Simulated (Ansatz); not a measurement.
`C[SiH2]S[SiH2][GaH2]` → `C[SiH2][S][GaH2]` + `[SiH2]`  (silylene formation by 1,1-elimination)

Computed with Ansatz on PBE0-D4/def2-TZVP structures; ΔE is electronic, products minus reactants. CCSD(T)/CBS is the MP2 limit (def2-TZVPP, def2-QZVPP) plus CCSD(T) − MP2 in def2-TZVPP, frozen cores. This one scheme is used for every species. Functionals use def2-TZVPP. HSE06 is defined as in plane-wave codes. For Ga outer-core shells are correlated without core-valence functions, which leaves a few kJ/mol of doubt a bond. Scalar relativity is left out up to krypton. One conformer a species, not always the lowest.

CCSD(T)/CBS gives +2.16 eV.

(1) Another level gave +2.37 eV. Which?
A. HSE06-D4/def2-TZVPP
B. BLYP/def2-TZVPP
C. LC-ωPBE/def2-TZVPP
D. ωB97X-V/def2-TZVPP

Largest T1 diagnostic among the species: 0.014.

Results:

(1) A. HSE06-D4 2.37, LC-ωPBE 2.32, BLYP 1.76, ωB97X-V 2.25 eV.

Leaving LDA and LC-ωPBE aside and taking each functional with its dispersion term where it has one, the values, not all of them listed here, spread over 0.38 eV, from B2PLYP to r2SCAN0-D4. LDA lies +0.43 eV from PBE without D4. From BLYP to BHLYP (50 % exact exchange), in def2-TZVPP and without D4, ΔE moves by +0.21 eV.
